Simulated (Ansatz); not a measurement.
Two members of one family (Series SeX2), computed with Ansatz in the gas phase. The two geometries come from different levels. Binding counts from free atoms in the multiplicity of their measured ground term, without zero-point energy. A dash marks a value that wasn't run or was left out as unsound. The structures are stationary points that may keep the symmetry of their start.

First: SeBr2 (singlet, charge 0, PBE-D4/def2-TZVP geometry).

```xyz
3

Se   -0.9466   -0.1253   -0.1029
Br    0.1723    1.7026    0.8217
Br    0.7743   -1.5773   -0.7188
```

```csv
level,HOMO (eV),LUMO (eV),gap (eV),vertical IE (eV),vertical triplet (eV),binding per atom (eV)
PBE-D4/def2-SVP,-5.58,-3.90,1.68,–,–,1.78
PBE-D4/def2-TZVP,-5.73,-4.01,1.72,8.71,1.53,1.81
r2SCAN-D4/def2-TZVP,-6.01,-3.97,2.03,8.89,1.53,1.67
PBE0-D4/def2-SVP,-6.88,-3.16,3.72,–,–,1.60
PBE0-D4/def2-TZVP,-6.95,-3.20,3.75,9.02,1.68,1.65
```

Second: SeCl2 (singlet, charge 0, PBE0-D4/def2-TZVP geometry).

```csv
atom,x (Å),y (Å),z (Å)
Se1,0.691,-0.516,-0.276
Cl2,-1.241,-1.108,0.450
Cl3,0.550,1.624,-0.174
```

Question: Estimate how these quantities change from the first to the second (second minus first).

Answer: 
```
              level  Δ HOMO (eV)  Δ LUMO (eV)  Δ gap (eV)  Δ vertical IE (eV)  Δ vertical triplet (eV)  Δ binding per atom (eV)
    PBE-D4/def2-SVP         0.07         0.66        0.60                   –                        –                     0.17
   PBE-D4/def2-TZVP         0.01         0.55        0.54                0.25                     0.50                     0.21
r2SCAN-D4/def2-TZVP         0.01         0.60        0.60                0.23                     0.51                     0.20
   PBE0-D4/def2-SVP         0.01         0.76        0.75                   –                        –                     0.16
  PBE0-D4/def2-TZVP        -0.03         0.65        0.68                0.22                     0.50                     0.21
```
